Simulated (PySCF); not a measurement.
Te(H)(OMe) (CH₄OTe), SMILES CO[TeH].

Coordinates come from a PBE-D3(BJ)/def2-SVP optimisation. The def2 effective core potentials stand for the cores of Te; spin–orbit coupling is left out.

These are r2SCAN/def2-TZVPD (PySCF) values and carry that method's errors.

Computed frontier levels, gap, dipole moment and polarisability:
- highest occupied level = -5.62 eV
- lowest empty level = -2.79 eV
- orbital gap = 2.83 eV
- dipole moment = 1.21 D
- quadrupole, principal values (traceless, Buckingham form, about the centre of nuclear charge) = -6.11, 1.02, 5.08 D·Å
- mean static polarisability = 63.1 bohr³ (9.35 Å³)
- polarisability, principal values = 55.8, 56.8, 76.7 bohr³
